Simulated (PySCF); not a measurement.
Cl₃Sc, triplet, geometry from GFN2-xTB (such geometries of metal compounds can be far from the true shape) (the multiplicity is a formal guess); REVPBE/3-21G in PySCF.

The PySCF input:
```python
from pyscf import gto, scf, dft

mol = gto.M(
    atom='''
Sc   -0.30552139   -0.02338124    0.21340739
Cl    1.77321599   -0.12643045   -0.81540043
Cl   -0.59284853   -1.15055849    2.19835470
Cl   -0.80295868    1.30587166   -1.64657517
''',
    basis='3-21g',
    spin=2,
    verbose=4,
)

mf = dft.UKS(mol)
mf.xc = 'revpbe'
mf.kernel()
```

Output, abridged:

```
PySCF version 2.14.0

[INPUT] verbose = 4
[INPUT] num. atoms = 4
[INPUT] num. electrons = 72
[INPUT] charge = 0
[INPUT] spin (= nelec alpha-beta = 2S) = 2
[INPUT] symmetry False subgroup None
[INPUT] Mole.unit = angstrom
[INPUT] Symbol           X                Y                Z      unit          X                Y                Z       unit  Magmom
[INPUT]  1 Sc    -0.305521390000  -0.023381240000   0.213407390000 AA   -0.577351752296  -0.044184140053   0.403281520058 Bohr   0.0
[INPUT]  2 Cl     1.773215990000  -0.126430450000  -0.815400430000 AA    3.350892580799  -0.238918924306  -1.540883494553 Bohr   0.0
[INPUT]  3 Cl    -0.592848530000  -1.150558490000   2.198354700000 AA   -1.120321355051  -2.174240436393   4.154288307650 Bohr   0.0
[INPUT]  4 Cl    -0.802958680000   1.305871660000  -1.646575170000 AA   -1.517371994542   2.467739791231  -3.111576114809 Bohr   0.0

nuclear repulsion = 366.209620745824
number of shells = 32
number of NR pGTOs = 135
number of NR cGTOs = 66
basis = 3-21g
ecp = {}

******** <class 'pyscf.dft.uks.UKS'> ********
method = UKS
initial guess = minao
damping factor = 0
level_shift factor = 0
DIIS = <class 'pyscf.scf.diis.CDIIS'>
diis_start_cycle = 1
diis_space = 8
diis_damp = 0
SCF conv_tol = 1e-09
SCF conv_tol_grad = None
SCF max_cycles = 50
direct_scf = True
direct_scf_tol = 1e-13
number electrons alpha = 37  beta = 35
XC library pyscf.dft.libxc version 7.1.2
    S. Lehtola, C. Steigemann, M. J. T. Oliveira, and M. A. L. Marques,  SoftwareX 7, 1–5 (2018)
XC functionals = revpbe
    Y. Zhang and W. Yang,  Phys. Rev. Lett. 80, 890 (1998)
    J. P. Perdew, K. Burke, and M. Ernzerhof,  Phys. Rev. Lett. 77, 3865 (1996)
    J. P. Perdew, K. Burke, and M. Ernzerhof,  Phys. Rev. Lett. 78, 1396 (1997)
radial grids:
    Treutler-Ahlrichs [JCP 102, 346 (1995); DOI:10.1063/1.469408] (M4) radial grids

becke partition: Becke, JCP 88, 2547 (1988); DOI:10.1063/1.454033
pruning grids: <function nwchem_prune>
grids dens level: 3
symmetrized grids: False
atomic radii adjust function: <function treutler_atomic_radii_adjust>
small_rho_cutoff = 0
Set gradient conv threshold to 3.16228e-05
tot grids = 77280
init E= -2129.51115092832

cycle= 1 E= -2122.24060745922  delta_E= 7.27  |g|= 4.58  |ddm|= 2.84

cycle= 2 E= -2093.57372409506  delta_E= 28.7  |g|= 2.48  |ddm|= 11.1

cycle= 3 E= -2061.26544734038  delta_E= 32.3  |g|= 7.05  |ddm|= 12.4

cycle= 4 E= -2088.61648931985  delta_E= -27.4  |g|= 6.74  |ddm|= 4.34

cycle= 5 E= -2088.63823226288  delta_E= -0.0217  |g|= 6.67  |ddm|= 0.366

cycle= 6 E= -2088.78067796148  delta_E= -0.142  |g|=  6.7  |ddm|= 0.16

cycle= 7 E= -2088.48883155963  delta_E= 0.292  |g|= 6.73  |ddm|= 0.138

cycle= 8 E= -2088.63016839244  delta_E= -0.141  |g|= 6.72  |ddm|= 0.155

cycle= 9 E= -2089.57662794916  delta_E= -0.946  |g|= 6.64  |ddm|= 0.483

cycle= 10 E= -2074.65620912648  delta_E= 14.9  |g|= 7.83  |ddm|= 3.34

cycle= 11 E= -2070.65754748077  delta_E=    4  |g|= 3.73  |ddm|= 19.2

cycle= 12 E= -2073.53392303584  delta_E= -2.88  |g|= 6.39  |ddm|= 20.9
cycle= 13 E= -2080.2360434235  delta_E= -6.7  |g|= 6.84  |ddm|= 5.34

cycle= 14 E= -2076.63091618035  delta_E= 3.61  |g|= 6.62  |ddm|= 3.59

cycle= 15 E= -2075.77422440694  delta_E= 0.857  |g|= 6.59  |ddm|= 0.395

cycle= 16 E= -2075.92125485854  delta_E= -0.147  |g|= 6.59  |ddm|= 0.178

cycle= 17 E= -2075.95294219909  delta_E= -0.0317  |g|=  6.6  |ddm|= 0.402

cycle= 18 E= -2078.0790212545  delta_E= -2.13  |g|= 6.73  |ddm|= 3.22
cycle= 19 E= -2078.73443930882  delta_E= -0.655  |g|= 6.82  |ddm|= 3.91

cycle= 20 E= -2056.00062961887  delta_E= 22.7  |g|= 3.55  |ddm|= 24.2

cycle= 21 E= -2069.31609223291  delta_E= -13.3  |g|= 5.87  |ddm|=   26

cycle= 22 E= -2073.50722324578  delta_E= -4.19  |g|= 6.25  |ddm|= 2.02

cycle= 23 E= -2081.78728097189  delta_E= -8.28  |g|=  6.3  |ddm|= 3.73

cycle= 24 E= -2102.43702234265  delta_E= -20.6  |g|= 5.39  |ddm|=    7

cycle= 25 E= -2102.19575459449  delta_E= 0.241  |g|= 5.51  |ddm|= 0.586

cycle= 26 E= -2089.41224837987  delta_E= 12.8  |g|= 6.67  |ddm|= 3.29

cycle= 27 E= -2090.3118261426  delta_E= -0.9  |g|= 6.59  |ddm|= 0.428

cycle= 28 E= -2090.70622521391  delta_E= -0.394  |g|= 6.55  |ddm|= 0.506

cycle= 29 E= -2056.4758649226  delta_E= 34.2  |g|= 3.24  |ddm|= 23.6

cycle= 30 E= -2069.83024458917  delta_E= -13.4  |g|= 5.85  |ddm|= 24.8

cycle= 31 E= -2070.63435411191  delta_E= -0.804  |g|= 5.95  |ddm|= 0.291

cycle= 32 E= -2097.5831758461  delta_E= -26.9  |g|= 5.65  |ddm|= 5.55

cycle= 33 E= -2103.96913739801  delta_E= -6.39  |g|= 5.26  |ddm|= 4.71

cycle= 34 E= -2105.52079213543  delta_E= -1.55  |g|= 5.12  |ddm|= 0.95

cycle= 35 E= -2104.05068005557  delta_E= 1.47  |g|= 5.25  |ddm|= 0.462

cycle= 36 E= -2104.07081026738  delta_E= -0.0201  |g|= 5.23  |ddm|= 0.16

cycle= 37 E= -2105.97505947996  delta_E= -1.9  |g|=  4.9  |ddm|= 4.47

cycle= 38 E= -2056.60388101468  delta_E= 49.4  |g|= 3.48  |ddm|=   23

cycle= 39 E= -2073.52202145989  delta_E= -16.9  |g|= 6.26  |ddm|=   24

cycle= 40 E= -2072.46795305368  delta_E= 1.05  |g|= 6.15  |ddm|= 2.02

cycle= 41 E= -2072.65743748047  delta_E= -0.189  |g|= 6.17  |ddm|= 0.311

cycle= 42 E= -2072.37100297561  delta_E= 0.286  |g|= 6.15  |ddm|= 0.678

cycle= 43 E= -2072.10721826477  delta_E= 0.264  |g|= 6.13  |ddm|= 0.18

cycle= 44 E= -2074.4074380507  delta_E= -2.3  |g|= 6.27  |ddm|= 1.92

cycle= 45 E= -2074.44272252869  delta_E= -0.0353  |g|= 6.27  |ddm|= 0.446

cycle= 46 E= -2071.24081066669  delta_E=  3.2  |g|= 6.12  |ddm|=  2.6

cycle= 47 E= -2055.74758431664  delta_E= 15.5  |g|= 3.76  |ddm|= 25.9

cycle= 48 E= -2074.29691276166  delta_E= -18.5  |g|= 6.29  |ddm|= 25.6
cycle= 49 E= -2086.15429590072  delta_E= -11.9  |g|= 5.42  |ddm|= 4.78

cycle= 50 E= -2129.60286752451  delta_E= -43.4  |g|= 1.13  |ddm|= 8.82
SCF not converged.
SCF energy = -2129.60286752451 after 50 cycles  <S^2> = 2.005739  2S+1 = 3.0038236
```

The run did not converge; its last values are not results.
